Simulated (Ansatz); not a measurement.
C₂H₇BOS (`BOCCS`). Charge 0, multiplicity 1.

```xyz
12

B    -1.071    1.782   -0.822
O    -0.292    0.736   -1.132
C     0.571    0.131   -0.183
C     0.085   -1.267    0.127
S     1.211   -2.160    1.222
H    -1.776    2.209   -1.689
H    -1.042    2.249    0.286
H     1.573    0.090   -0.615
H     0.611    0.737    0.730
H    -0.920   -1.246    0.553
H     0.042   -1.858   -0.790
H     1.007   -1.404    2.313
```

Problem. What are the harmonic wavenumbers in cm⁻¹ at PBE0-D4/def2-TZVP (Ansatz, finite differences of forces, unscaled)? (Estimate.)

Solution. Ansatz gave: 63, 99, 212, 233, 345, 406, 467, 729, 786, 883, 958, 1030, 1042, 1079, 1110, 1211, 1240, 1265, 1313, 1379, 1432, 1467, 1502, 2544, 2654, 2706, 3045, 3081, 3108, 3140.

Problem. Is this a minimum?

Solution. Yes, all 30 modes are real.

Problem. Give the ideal-gas thermochemistry at 298.15 K and 1 bar (rigid rotor, harmonic oscillator; point group C1, symmetry number 1).

Solution. Zero-point energy 242.4 kJ/mol; H(298) − E = 262.8 kJ/mol; entropy 341.8 J/(mol·K), of which translation 165.0, rotation 110.6, vibration 66.2; G(298) − E = 160.9 kJ/mol. Modes under 100 cm⁻¹ are hindered rotations or soft bends, so the harmonic entropy is rough.

Problem. And at 400, 500, 600, 800 and 1000 K?

Solution. 
```
T (K)  H − E (kJ/mol)  S (J/mol/K)  G − E (kJ/mol)
  400           274.5        375.4           124.4
  500           288.3        406.0            85.3
  600           304.0        434.6            43.2
  800           340.0        486.2           -49.0
 1000           380.7        531.5          -150.8
```
